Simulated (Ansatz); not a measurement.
**Interaction energy ladder**

The pair of HCN (SMILES C#N, atoms 1–3) and H2Te (SMILES [TeH2], atoms 4–6), both closed shells, in one local arrangement (a lower one may exist), relaxed at PBE0-D4/def2-TZVP:

```
6
angstrom
C -0.0116 -0.0220 -2.4151
N 0.3215 0.2832 -1.3627
H -0.3223 -0.3067 -3.3974
Te -0.4038 0.5592 2.7627
H 0.1319 0.3670 1.2084
H 0.2843 -0.8807 3.2041
```

Program: Ansatz 0.2.0. Basis: def2-TZVPPD, with def2-QZVPPD for the basis limit. Cores are frozen in the correlated methods. Filled d shells of the heavier atoms are correlated. Core potentials replace the inner electrons of the atoms past krypton. The def2 sets are not built for correlating such inner shells, so the correlated values are less sure here. B3LYP uses VWN-RPA correlation. Extrapolation: Hartree–Fock as exp(−7.88 √X), correlation as X^−2.97. Interaction energies count from these two fragments, frozen as in the pair, with the counterpoise correction; negative means bound.

Problem. What is the interaction energy by CCSD(T) at an estimated basis limit (MP2 extrapolated from triple and quadruple zeta, plus CCSD(T) − MP2 in triple zeta)? (Judge from chemistry; the value comes from the calculation.)

Solution. By the calculation: -5.4 kJ/mol. Hartree–Fock alone gives 0.0 kJ/mol at the basis limit. It counts from the two fragments frozen as in the pair.

The same quantity by other methods in triple zeta, and each one's difference from that estimate:
```json
{"method": "PBE-D4", "E_int (kJ/mol)": "-6.2", "difference": "-0.8"}
{"method": "revPBE-D4", "E_int (kJ/mol)": "-4.7", "difference": "0.7"}
{"method": "BLYP-D4", "E_int (kJ/mol)": "-4.3", "difference": "1.1"}
{"method": "r2SCAN-D4", "E_int (kJ/mol)": "-4.2", "difference": "1.2"}
{"method": "B97M-V", "E_int (kJ/mol)": "-4.3", "difference": "1.1"}
{"method": "PBE0-D4", "E_int (kJ/mol)": "-5.8", "difference": "-0.4"}
{"method": "B3LYP-D4", "E_int (kJ/mol)": "-4.8", "difference": "0.6"}
{"method": "HSE06-D4", "E_int (kJ/mol)": "-5.9", "difference": "-0.5"}
{"method": "wB97X-V", "E_int (kJ/mol)": "-4.8", "difference": "0.6"}
{"method": "wB97M-V", "E_int (kJ/mol)": "-4.6", "difference": "0.8"}
{"method": "B2PLYP", "E_int (kJ/mol)": "-3.5", "difference": "1.9"}
{"method": "HF", "E_int (kJ/mol)": "-0.1", "difference": "5.3"}
{"method": "MP2", "E_int (kJ/mol)": "-6.0", "difference": "-0.6"}
{"method": "CCSD", "E_int (kJ/mol)": "-3.9", "difference": "1.5"}
{"method": "CCSD(T)", "E_int (kJ/mol)": "-4.7", "difference": "0.7"}
```
Differences are method less estimate.

Problem. Which atoms make the shortest contact between the fragments?

Solution. N2 and H5, 2.58 Å apart.

Basis-set superposition shift (counterpoise-corrected less uncorrected): CCSD(T) 2.3; MP2 2.3; HF 0.1; PBE0-D4 0.2; wB97M-V 0.2 kJ/mol.

The T1 diagnostic stays at or below 0.015.

For scale, one of the runs: CCSD(T)/def2-TZVPPD, 184 basis functions, launched by `ansatz run in.yaml --threads 2 --pin off --events-out ev --progress --plain --max-ram 5222MiB`. Hardware: 2 CPU threads of an Intel Xeon 6975P-C, shared host. Wall time 24 s; peak host memory 2.2 GiB.
